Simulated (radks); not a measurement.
Numerical settings for neutral neon, [Ne]. All-electron calculation, scalar-relativistic Kohn-Sham, r2SCAN, spin-unpolarised, spherical densities, finite nucleus; meta-GGA in the generalised Kohn-Sham scheme; Fermi nuclear charge, rms radius 3.0055 fm. Program: a radial shooting solver on a logarithmic mesh with Libxc functionals. The defaults (mesh step 0.008 in ln r, mesh end at 40 bohr or more with all orbitals vanishing there, Anderson mixing 0.5 over 9 steps, residual threshold near 1e-9 with the energy settled to 1e-9 hartree or 1e-11 of itself, here a cap of 72 iterations) give E = -129.083 hartree and 2p at -13.968 eV in 14 iterations. Run on one thread of a shared host, so times are rough (Intel(R) Xeon(R) 6975P-C): 0.04 s of CPU time, 0.04 s wall, 14 iterations on 2208 mesh points. Changes against that run (0 stands for a change within the tolerance of the run):

| setting | iterations | converged | E (mhartree) | e(2p) (meV) | CPU (s) |
|---|---|---|---|---|---|
| mesh step in ln r 0.12 | 72 | no | -6.45e+05 | - | 0.06 |
| mesh step in ln r 0.005 | 15 | yes | 0 | +0.00745 | 0.06 |
| mesh step in ln r 0.08 | 12 | yes | -0.932 | -0.0173 | 0.01 |
| mesh end (bohr) 8 | 14 | yes | +0.00307 | +0.433 | 0.03 |
| mesh end (bohr) 5 | 14 | yes | +1.52 | +99.8 | 0.03 |
| residual threshold 0.1 | 10 | yes | 0 | +0.401 | 0.03 |
| residual threshold 0.001 | 10 | yes | 0 | +0.401 | 0.03 |
| mixing 2.5 | 26 | yes | 0 | +0.00273 | 0.06 |
| linear mixing, mixing 1 | 42 | no | diverged | - | 0.19 |
| linear mixing, mixing 0.05 | 72 | no | +0.0925 | -319 | 0.15 |
| mixing history 20 | 14 | yes | 0 | 0 | 0.03 |
| iteration cap 3 | 3 | no | +4.54 | -1.43e+03 | 0.01 |

Settings that end as converged yet miss the energy by more than 1 mhartree: mesh end (bohr) 5 (+0.00152 hartree). A mesh that ends early acts as a hard wall.
